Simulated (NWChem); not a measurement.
System: GeS, singlet; SMILES [S]=[Ge]

NWChem printed, in part:

```
             Northwest Computational Chemistry Package (NWChem) 7.3.0
             --------------------------------------------------------

 ORDER OF PRIMARY AXIS IS BEING SET TO 4
 C4V symmetry detected

                             Geometry "geometry" -> ""
                             -------------------------

 Output coordinates in angstroms (scale by  1.889725989 to convert to a.u.)

  No.       Tag          Charge          X              Y              Z
 ---- ---------------- ---------- -------------- -------------- --------------
    1 Ge                  32.0000     0.00000000     0.00000000    -0.67268000
    2 S                   16.0000     0.00000000     0.00000000     1.34536000

 Effective nuclear repulsion energy (a.u.)     134.2583652890

      Symmetry information
      --------------------

 Group name             C4v
 Group number             18
 Group order               8
 No. of unique centers     2

                                 NWChem DFT Module
                                 -----------------

 Summary of "ao basis" -> "ao basis" (spherical)
 ------------------------------------------------------------------------------
       Tag                 Description            Shells   Functions and Types
 ---------------- ------------------------------  ------  ---------------------
 Ge                          6-31g*                 12       32   5s4p3d
 S                           6-31g*                  8       18   4s3p1d

      Symmetry analysis of basis
      --------------------------

        a1         20
        a2          0
        b1          4
        b2          4
        e          22

            General Information
            -------------------
          SCF calculation type: DFT
          Wavefunction type:  closed shell.
          No. of atoms     :     2
          No. of electrons :    48
           Alpha electrons :    24
            Beta electrons :    24
          Charge           :     0
          Spin multiplicity:     1
          Use of symmetry is: on ; symmetry adaption is: on
          Maximum number of iterations: 150
          AO basis - number of functions:    50
                     number of shells:    20
          Convergence on energy requested:  1.00D-06
          Convergence on density requested:  1.00D-05
          Convergence on gradient requested:  5.00D-04

              XC Information
              --------------
                         SCAN Method XC Functional
                  SCAN metaGGA Exchange Functional  1.000
                        SCAN Correlation Potential  1.000

             Grid Information
             ----------------
          Grid used for XC integration:  medium
          Radial quadrature: Mura-Knowles
          Angular quadrature: Lebedev.
          Tag              B.-S. Rad. Rad. Pts. Rad. Cut. Ang. Pts.
          ---              ---------- --------- --------- ---------
          Ge                  1.25      112           8.0       590
          S                   1.00       88           9.0       590
          Grid pruning is: on
          Number of quadrature shells:   200
          Spatial weights used:  Erf1

      Superposition of Atomic Density Guess
      -------------------------------------

 Sum of atomic energies:       -2472.47711743

      Non-variational initial energy
      ------------------------------

 Total energy =   -2472.657463
 1-e energy   =   -3711.142636
 2-e energy   =    1104.226807
 HOMO         =      -0.286581
 LUMO         =      -0.039975

      Symmetry analysis of molecular orbitals - initial
      -------------------------------------------------

 !! scf_movecs_sym_adapt:    8 vectors were symmetry contaminated

  Symmetry fudging

 !! scf_movecs_sym_adapt:    6 vectors were symmetry contaminated

  Numbering of irreducible representations:

     1 a1          2 a2          3 b1          4 b2          5 e

  Orbital symmetries:

     1 a1          2 a1          3 a1          4 a1          5 e
     6 e           7 a1          8 a1          9 a1         10 e
    11 e          12 a1         13 e          14 e          15 a1
    16 e          17 e          18 b1         19 b2         20 a1
    21 a1         22 e          23 e          24 a1         25 e
    26 e          27 a1         28 a1         29 e          30 e
    31 a1         32 a1         33 e          34 e

     ---------------------------------------------
      Total Density - Mulliken Population Analysis
     ---------------------------------------------

    Atom       Charge   Shell Charges
 -----------   ------   -------------------------------------------------------
    1 Ge  32    31.22   2.00  2.00  6.00  2.00  5.99  1.52  0.95  0.46  0.21  6.89  2.96  0.23
    2 S   16    16.78   2.00  2.00  5.98  1.37  3.25  0.52  1.65  0.02

   convergence    iter        energy       DeltaE   RMS-Dens  Diis-err
 ---------------- ----- ----------------- --------- --------- ---------
 d= 0,ls=0.0,diis     1  -2475.0485300222 -2.61D+03  5.38D-02  3.51D-01
 d= 0,ls=0.0,diis     2  -2473.9641557026  1.08D+00  4.18D-02  4.88D+00
 d= 0,ls=0.0,diis     3  -2475.1251340396 -1.16D+00  2.81D-03  3.39D-02
 d= 0,ls=0.0,diis     4  -2475.1263779645 -1.24D-03  1.31D-03  8.33D-03
 d= 0,ls=0.0,diis     5  -2475.1276010240 -1.22D-03  3.13D-04  6.92D-05
  Resetting Diis
 d= 0,ls=0.0,diis     6  -2475.1276122294 -1.12D-05  8.49D-05  3.01D-05
 d= 0,ls=0.0,diis     7  -2475.1276152820 -3.05D-06  3.18D-05  1.78D-07
 d= 0,ls=0.0,diis     8  -2475.1276151366  1.45D-07  2.19D-05  8.72D-07
 d= 0,ls=0.0,diis     9  -2475.1276153154 -1.79D-07  5.44D-06  7.10D-08

         Total DFT energy =    -2475.127615315450
      One electron energy =    -3711.395980866897
           Coulomb energy =     1206.900051397912
    Exchange-Corr. energy =     -104.890051135480
 Nuclear repulsion energy =      134.258365289016

 Numeric. integr. density =       48.000000026072

                  Occupations of the irreducible representations
                  ----------------------------------------------

                     irrep           alpha         beta
                     --------     --------     --------
                     a1               12.0         12.0
                     a2                0.0          0.0
                     b1                1.0          1.0
                     b2                1.0          1.0
                     e                10.0         10.0

                       DFT Final Molecular Orbital Analysis
                       ------------------------------------

 Vector   22  Occ=2.000000D+00  E=-2.645581D-01  Symmetry=e
              MO Center=  1.1D-15, -1.0D-15,  8.7D-01, r^2= 2.1D+00
   Bfn.  Coefficient  Atom+Function         Bfn.  Coefficient  Atom+Function
  ----- ------------  ---------------      ----- ------------  ---------------
    40      0.548504  2 S  py                12      0.314276  1 Ge py
    44      0.290717  2 S  py                39     -0.243610  2 S  px
    36     -0.210452  2 S  py                11     -0.139581  1 Ge px
    43     -0.129118  2 S  px                 8     -0.118516  1 Ge py
    35      0.093469  2 S  px                16      0.077658  1 Ge py

 Vector   23  Occ=2.000000D+00  E=-2.645581D-01  Symmetry=e
              MO Center=  3.3D-14,  1.5D-14,  8.7D-01, r^2= 2.1D+00
   Bfn.  Coefficient  Atom+Function         Bfn.  Coefficient  Atom+Function
  ----- ------------  ---------------      ----- ------------  ---------------
    39      0.548504  2 S  px                11      0.314276  1 Ge px
    43      0.290717  2 S  px                40      0.243610  2 S  py
    35     -0.210452  2 S  px                12      0.139581  1 Ge py
    44      0.129118  2 S  py                 7     -0.118516  1 Ge px
    36     -0.093469  2 S  py                15      0.077658  1 Ge px

 Vector   24  Occ=2.000000D+00  E=-2.643482D-01  Symmetry=a1
              MO Center= -3.4D-14, -1.5D-14,  1.0D-01, r^2= 3.3D+00
   Bfn.  Coefficient  Atom+Function         Bfn.  Coefficient  Atom+Function
  ----- ------------  ---------------      ----- ------------  ---------------
    41     -0.518555  2 S  pz                13      0.510356  1 Ge pz
    10      0.322569  1 Ge s                 45     -0.202602  2 S  pz
    14     -0.201175  1 Ge s                 37      0.202006  2 S  pz
     9     -0.196213  1 Ge pz                42     -0.150581  2 S  s
     6     -0.129596  1 Ge s                 17      0.070994  1 Ge pz

 Vector   25  Occ=0.000000D+00  E=-1.140636D-01  Symmetry=e
              MO Center= -2.3D-15, -7.6D-16, -2.8D-01, r^2= 3.3D+00
   Bfn.  Coefficient  Atom+Function         Bfn.  Coefficient  Atom+Function
  ----- ------------  ---------------      ----- ------------  ---------------
    12      0.695945  1 Ge py                40     -0.368008  2 S  py
    16      0.361889  1 Ge py                44     -0.332353  2 S  py
     8     -0.236672  1 Ge py                11      0.176307  1 Ge px
    36      0.136597  2 S  py                39     -0.093229  2 S  px
    15      0.091679  1 Ge px                43     -0.084197  2 S  px

 Vector   26  Occ=0.000000D+00  E=-1.140636D-01  Symmetry=e
              MO Center= -1.2D-15,  1.4D-15, -2.8D-01, r^2= 3.3D+00
   Bfn.  Coefficient  Atom+Function         Bfn.  Coefficient  Atom+Function
  ----- ------------  ---------------      ----- ------------  ---------------
    11      0.695945  1 Ge px                39     -0.368008  2 S  px
    15      0.361889  1 Ge px                43     -0.332353  2 S  px
     7     -0.236672  1 Ge px                12     -0.176307  1 Ge py
    35      0.136597  2 S  px                40      0.093229  2 S  py
    16     -0.091679  1 Ge py                44      0.084197  2 S  py

[...]
```

Level: SCAN/6-31G* (spherical d). Low-valent species are run as closed-shell singlets; no triplet was tried in these runs. Geometry: optimised at PBE0/def2-SVP.

Q: Which NWChem input produces such a log?

A: One answer among several that fit: the input that was run:
```
start job
memory heap 200 mb stack 900 mb global 1100 mb
geometry units angstroms noautoz
  Ge     0.000000     0.000000    -0.669846
  S      0.000000     0.000000     1.348194
end
basis spherical
  * library 6-31g*
end
dft
  xc scan
  iterations 150
  mulliken
end
task dft energy
```
